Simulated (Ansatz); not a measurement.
`[CH3][SnH]([F])[CH2]Cl` and `[F][SnH2][CH2]Cl` differ in one atom or group.

Ansatz, PBE0-D4/def2-TZVP geometries, multiplicity 1. Each molecule was computed in one conformer, which needn't be the lowest.

Elements past krypton have def2 core potentials.

| property | `[CH3][SnH]([F])[CH2]Cl` |
| --- | --- |
| HOMO energy (ωB97M-V/def2-TZVPP) / eV | -10.10 |
| HOMO–LUMO gap (PBE/def2-TZVPP) / eV | 5.30 |
| size of the dipole moment (B3LYP/def2-TZVPP) / D | 1.47 |
| HOMO–LUMO gap (PBE0/def2-TZVPP) / eV | 7.52 |
| HOMO energy (B3LYP/def2-TZVPP) / eV | -7.68 |
| size of the dipole moment (PBE/def2-TZVPP) / D | 1.41 |

**Question.** Give the same properties after the change, and the shifts. (An estimate is asked.)

**Answer.** Computed: 
| property | `[F][SnH2][CH2]Cl` | shift |
| --- | --- | --- |
| HOMO energy (ωB97M-V/def2-TZVPP) / eV | -10.31 | -0.21 |
| HOMO–LUMO gap (PBE/def2-TZVPP) / eV | 5.22 | -0.08 |
| size of the dipole moment (B3LYP/def2-TZVPP) / D | 1.17 | -0.30 |
| HOMO–LUMO gap (PBE0/def2-TZVPP) / eV | 7.39 | -0.13 |
| HOMO energy (B3LYP/def2-TZVPP) / eV | -7.90 | -0.22 |
| size of the dipole moment (PBE/def2-TZVPP) / D | 1.11 | -0.30 |

With PBE0 the HOMO falls by 0.21 eV and the LUMO falls by 0.34 eV, so the gap narrows by about 0.13 eV. PBE moves the HOMO by -0.21 eV and ωB97M-V by -0.21 eV. Dipoles are sizes alone; their direction can turn.

B3LYP here is the variant with VWN-RPA as its local correlation; programs differ in this.
